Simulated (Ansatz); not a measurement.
Coupled-cluster diagnostics for the cluster Be10, Ansatz.

Geometry of the singlet (PBE0/def2-SVP):

```
atom    x (Å)    y (Å)    z (Å)
 Be1  -1.2705   0.5437   1.1316
 Be2   2.1043   0.5897   0.4268
 Be3  -0.5956  -1.5366   0.6893
 Be4   1.2700  -1.2464  -0.1546
 Be5  -0.9917   1.0888  -1.0099
 Be6   0.5953  -0.1637   1.6761
 Be7   0.3182   1.6929   0.4731
 Be8  -0.3178  -0.9863  -1.4549
 Be9  -2.1040  -0.5937  -0.4239
Be10   0.9919   0.6117  -1.3536
```

Correlated methods freeze no core orbitals. The structure comes from a short search, and lower isomers may exist.

Question: Estimate the CCSD(T) correlation energy, the shares of MP2 and (T), T1 and the reference's ⟨S²⟩ for: charge 0, singlet, own geometry in def2-TZVPP; and the rough time on 4 threads of Arm Neoverse N1 on a shared host.

Answer: 
```json
{"state": "charge 0, singlet, own geometry", "basis": "def2-TZVPP", "correlation (eV)": "-25.176", "MP2 share (%)": "92.7", "(T) share (%)": "7.5", "T1": "0.020", "⟨S²⟩ (pure)": "0.00 (0.00)", "wall time": "3.8 min", "remarks": "large T1 (0.020), restricted SCF unstable"}
```
Customary marks for T1 are 0.02 (closed shells), 0.045 (open shells) and about 0.05 (3d metals). T1 exceeds 0.02 in 1 of 1 rows and 0.045 in 0; the higher it lies, the less the single-reference result can be trusted.
